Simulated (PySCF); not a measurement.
CH4OTe, SMILES CO[TeH]. Geometry: PBE-D3(BJ)/def2-SVP. The def2 effective core potentials stand for the cores of Te; spin–orbit coupling is left out.

These are PySCF with PBE-D3(BJ)/def2-SVP values and carry that method's errors.

Harmonic wavenumbers (cm⁻¹): 164, 200, 272, 516, 647, 1042, 1126, 1135, 1388, 1400, 1430, 1984, 2903, 2975, 3019. Rotational constants (GHz): 34.04, 3.111, 2.994; symmetry number 1.

Problem. Work out the zero-point energy and the ideal-gas rigid-rotor harmonic-oscillator thermochemistry at 298.15 K and 1 atm.

Solution. ZPE = ½ Σ hcν = ½ × 20201 cm⁻¹ = 28.88 kcal/mol. H − E(el) = 32.56 kcal/mol. Entropy in cal/(mol K): translation 41.11, rotation 24.43, vibration 7.46, total 73.00. G − E(el) = 10.79 kcal/mol. Cp = 16.71 cal/(mol K).
